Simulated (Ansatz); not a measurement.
Basis-set series for `F[Si](F)(c1ccccc1)c1ccccc1`. Charge 0, multiplicity 1. All single points use the PBE0-D4/def2-TZVP geometry. It is one conformer, not always the lowest.

```xyz
25

F    -1.593    2.360   -0.284
Si   -0.376    1.521    0.313
F     0.385    2.525    1.290
C    -1.090    0.094    1.242
C    -0.279   -0.985    1.604
C    -0.798   -2.056    2.314
C    -2.139   -2.065    2.668
C    -2.960   -1.005    2.312
C    -2.438    0.066    1.604
C     0.813    1.028   -1.011
C     1.990    1.745   -1.232
C     2.868    1.373   -2.237
C     2.581    0.276   -3.037
C     1.418   -0.450   -2.829
C     0.542   -0.077   -1.822
H     0.769   -0.992    1.322
H    -0.157   -2.886    2.588
H    -2.547   -2.904    3.222
H    -4.008   -1.014    2.586
H    -3.087    0.890    1.324
H     2.223    2.601   -0.607
H     3.779    1.939   -2.397
H     3.269   -0.015   -3.823
H     1.194   -1.309   -3.451
H    -0.360   -0.658   -1.660
```

| functional | basis | functions | energy (Eh) | HOMO (eV) | LUMO (eV) |
| --- | --- | --- | --- | --- | --- |
| PBE0-D4 | def2-TZVPP | 616 | -952.06381 | -7.54 | -0.98 |
| PBE0-D4 | def2-QZVPP | 1168 | -952.10822 | -7.56 | -1.01 |
| ωB97M-V | def2-TZVPP | 616 | -952.66664 | -9.62 | 1.00 |
| ωB97M-V | def2-QZVPP | 1168 | -952.70754 | -9.63 | 0.95 |

Task: Give the rows for def2-SVP. (Best estimate.)

Result: Computed: 
| functional | basis | functions | energy (Eh) | HOMO (eV) | LUMO (eV) |
| --- | --- | --- | --- | --- | --- |
| PBE0-D4 | def2-SVP | 264 | -951.21461 | -7.53 | -0.88 |
| ωB97M-V | def2-SVP | 264 | -951.79337 | -9.61 | 1.15 |

Positive LUMOs are unbound and depend on the basis.
